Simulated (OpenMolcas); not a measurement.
An atom or ion with 8 electrons was computed by XMS-CASPT2, IPEA 0.25 Eh, imaginary shift 0.1 Eh with spin-orbit coupling (OpenMolcas, ANO-RCC-VTZP, DKH2). The lowest levels that the run gave, each within 12 % of the measured value where one is at hand:

| J | Parity | E (cm-1) | g |
| --- | --- | --- | --- |
| 2 | even | 0.0 | 1.501 |
| 1 | even | 601 | 1.501 |
| 0 | even | 886 |  |
| 2 | even | 26450 | 1.000 |
| 0 | even | 59280 |  |

Task: Which ion is it, and what are the configurations and terms?

Result: Ne2+ (Z = 10, charge +2; active space 4 electrons in 3 orbitals (2p)). J, parity and g give the terms where levels are pure, and mixed ones are named by the computed weights; the size of the splittings, set against known spectra of the 8-electron sequence, gives the charge. In order, with the measured energies in cm-1 (Moore, Atomic Energy Levels, vol. I, NSRDS-NBS 35 (1971 reprint of NBS Circular 467, 1949)): 2s2 2p4 3P2, 2s2 2p4 3P1 (650), 2s2 2p4 3P0 (927), 2s2 2p4 1D2 (25841), 2s2 2p4 1S0 (55747).

CASPT2 does not keep the components of a term degenerate, so their means are used; among the terms shown or strongly mixed into the levels shown the widest spread is 490 cm-1 (2s2 2p4 1D). With the s shell closed, the reference lacks s² → p² mixing. Measured partners are found by configuration, term and J. A level has none where our copy of the source lacks it or the pairing is in doubt (some pairs that miss far off the trend of their configuration count as doubtful), and it then counts in no deviation. Levels of configurations outside the active space are missing.
